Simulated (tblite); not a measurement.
Species: CH₃F₃GeS (charge +1 and doublet state).
Bonds: F1–C2, C2–F3, C2–F4, C2–Ge5, Ge5–S6. Hydrogens: H7, H8 on Ge5; H9 on S6.

Computed with GFN2-xTB (tblite), gas phase: L-BFGS steps from a force-field or distance-geometry start until the largest atomic force falls under 0.01 eV/Å.

Geometry at step 5:
```
atom  x, y, z in Å
F1     -0.8793   -1.4346   -0.8580
C2     -1.1210   -0.5259    0.0716
F3     -1.1557   -1.0887    1.2634
F4     -2.2467    0.1051   -0.1759
Ge5     0.4311    0.9084    0.0507
S6      2.2768   -0.2528    0.4583
H7      0.4248    1.4529   -1.3472
H8      0.1135    1.8801    1.1430
H9      2.1701   -1.0386   -0.6309
```

**Question.** What forces act on the atoms?

**Answer.** 
```json
{"atom": "F1", "Fx (eV/Å)": "0.015", "Fy (eV/Å)": "0.044", "Fz (eV/Å)": "0.029"}
{"atom": "C2", "Fx (eV/Å)": "-0.065", "Fy (eV/Å)": "-0.038", "Fz (eV/Å)": "0.020"}
{"atom": "F3", "Fx (eV/Å)": "-0.010", "Fy (eV/Å)": "0.013", "Fz (eV/Å)": "-0.040"}
{"atom": "F4", "Fx (eV/Å)": "0.052", "Fy (eV/Å)": "-0.015", "Fz (eV/Å)": "-0.001"}
{"atom": "Ge5", "Fx (eV/Å)": "0.009", "Fy (eV/Å)": "-0.041", "Fz (eV/Å)": "0.043"}
{"atom": "S6", "Fx (eV/Å)": "-0.005", "Fy (eV/Å)": "-0.042", "Fz (eV/Å)": "0.140"}
{"atom": "H7", "Fx (eV/Å)": "-0.060", "Fy (eV/Å)": "-0.002", "Fz (eV/Å)": "-0.215"}
{"atom": "H8", "Fx (eV/Å)": "0.016", "Fy (eV/Å)": "0.076", "Fz (eV/Å)": "0.132"}
{"atom": "H9", "Fx (eV/Å)": "0.048", "Fy (eV/Å)": "0.006", "Fz (eV/Å)": "-0.109"}
```

The largest, 0.22 eV/Å, acts on H7; the rms over all components is 0.068 eV/Å. The forces sum to zero within rounding, as they must for an isolated molecule in no field.

**Question.** Give the force on H7 in Eh/bohr and in nN.

**Answer.** 0.223 eV/Å ÷ 51.422 = 0.00434 Eh/bohr, and 0.223 eV/Å × 1.602 = 0.36 nN.

**Question.** How far is this geometry from the end of the optimisation?

**Answer.** 0.031 eV above it, and 0.160 Å rms away after alignment. The bonds farthest from their final lengths, with half the difference of the two atoms' forces along the bond (positive lengthens):

```tsv
bond	now (Å)	final (Å)	force along bond (eV/Å)
Ge5–H8	1.496	1.507	+0.07
Ge5–H7	1.500	1.511	+0.13
C2–Ge5	2.113	2.121	+0.03
C2–F3	1.318	1.314	-0.04
F1–C2	1.322	1.319	-0.02
S6–H9	1.347	1.350	+0.08
```

The angle farthest from its final value is S6–Ge5–H7, 111.4° against 114.2°.

Of the 2 listed bonds off by 0.010 Å or more, this force points towards the final length in 2.

The cost below is that of the whole relaxation. Hardware: one thread of an Arm Neoverse V1 (shared host). Cost: 0.26 s.
